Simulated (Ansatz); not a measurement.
A run for Ansatz (a first-principles code): R-CCSD(T)/cc-pVDZ on C4H4 (SMILES C=C1C=C1).

Ansatz 0.2 input:
```yaml
crystal:
  periodic: [false, false, false]
  atoms:
    - {symbol: C, position_ang: [1.45984382, 0.02670024, 0.18194998]}
    - {symbol: C, position_ang: [0.14473525, 0.00264477, 0.01805319]}
    - {symbol: C, position_ang: [-1.14949287, 0.62378700, -0.01555844]}
    - {symbol: C, position_ang: [-1.09494453, -0.66483556, -0.26414291]}
    - {symbol: H, position_ang: [2.04970956, -0.87277421, 0.07473021]}
    - {symbol: H, position_ang: [1.97258911, 0.94634432, 0.42657021]}
    - {symbol: H, position_ang: [-1.75632983, 1.50725898, 0.08595064]}
    - {symbol: H, position_ang: [-1.62611052, -1.56912554, -0.50745289]}
basis:
  gaussian:
    orbitals: cc-pVDZ
magnetization: {spin_polarized: false}
correlation: {method: ccsd_t, electrons: outside_noble_gas}
scf: {lower_state_search: off}
```

Task: Give the final energy of this run.

Result: -154.2512 hartree (reference determinant -153.6835, T1 diagnostic 0.012).
